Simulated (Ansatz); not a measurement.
C₃H₁₀OSi₂, SMILES C=C([SiH3])C[SiH2]O.

Coordinates come from a PBE0-D3(BJ)/def2-SVP optimisation. This is a generated structure with no PubChem entry under its InChIKey; it may be hypothetical. Other conformers were not sampled.

Two levels are set side by side: PBE/def2-SVPD (Ansatz, an electronic-structure program) and CAM-B3LYP/def2-SVPD (Ansatz). Energy differences of separate SCF runs at the same geometry; the states with an electron removed or added have multiplicity 2 and 2. Differences are taken from unrounded values.

```csv
quantity,CAM-B3LYP
vertical ionisation energy (eV),9.25
vertical singlet–triplet gap (eV),4.00
```

**Question.** What does PBE give, and how far is it from CAM-B3LYP? (An estimate is asked for; the answer gives what the named calculation found.)

**Answer.** 
```tsv
quantity	PBE	PBE minus CAM-B3LYP
vertical ionisation energy (eV)	8.86	-0.40
vertical singlet–triplet gap (eV)	3.97	-0.03
```
